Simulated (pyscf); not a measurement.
**H₃C–SiH₂–CH₃, singlet**

Gas-phase minimum from PySCF at ωB97X-D3(BJ)/def2-SVP, one conformer. 

```
Si
H 1 1.4966
H 1 1.4966 2 107.49
C 1 1.8824 2 109.58 3 -119.02
H 4 1.1015 1 111.27 2 58.98
H 4 1.1021 5 107.96 1 121.77
H 4 1.1021 5 107.96 6 116.46
C 1 1.8824 2 109.58 3 119.01
H 8 1.1015 1 111.27 2 -58.81
H 8 1.1021 9 107.96 1 121.77
H 8 1.1021 9 107.96 10 116.46
```
Charge 0, spin multiplicity 1.

Properties at ωB97X-D3(BJ)/def2-SVP:

| Quantity | Value |
|---|---|
| Harmonic wavenumbers, unscaled | 161, 179, 208, 467, 582, 642, 667, 738, 860, 885, 897, 936, 974, 1283, 1288, 1440, 1443, 1449, 1452, 2226, 2232, 3066, 3066, 3166, 3167, 3171, 3171 cm⁻¹ |
| Zero-point energy | 56.9 kcal/mol |
| Rotational symmetry number | 2 |
| Entropy of this conformer at 298 K and 1 atm, rigid rotor and harmonic oscillator, modes under 100 cm⁻¹ raised to 100 | 296.3 J/(mol K) |
| Dipole moment | 0.74 D |

Single-point totals, which compare only within one level (frozen core for MP2 and CC):

```json
[
 {"level": "ωB97X-D3(BJ)/def2-TZVP", "total energy (hartree)": "-370.65562"},
 {"level": "PBE/def2-TZVP", "total energy (hartree)": "-370.29340"},
 {"level": "r²SCAN/def2-TZVP", "total energy (hartree)": "-370.48964"},
 {"level": "B3LYP-D3(BJ)/def2-TZVP", "total energy (hartree)": "-370.61588"},
 {"level": "PBE0-D3(BJ)/def2-TZVP", "total energy (hartree)": "-370.34993"},
 {"level": "M06-2X/def2-TZVP", "total energy (hartree)": "-370.49855"},
 {"level": "ωB97M-D3(BJ)/def2-TZVP", "total energy (hartree)": "-370.63115"},
 {"level": "HF/def2-TZVPP", "total energy (hartree)": "-369.38340"},
 {"level": "MP2/def2-TZVPP", "total energy (hartree)": "-369.87721"},
 {"level": "CCSD/def2-TZVPP", "total energy (hartree)": "-369.92597"},
 {"level": "CCSD(T)/def2-TZVPP", "total energy (hartree)": "-369.94504"}
]
```

Soft torsions are taken as harmonic, which can shift the entropy by several J/(mol K). The CCSD(T) − MP2 part came from Ansatz, without density fitting, on the same reference.
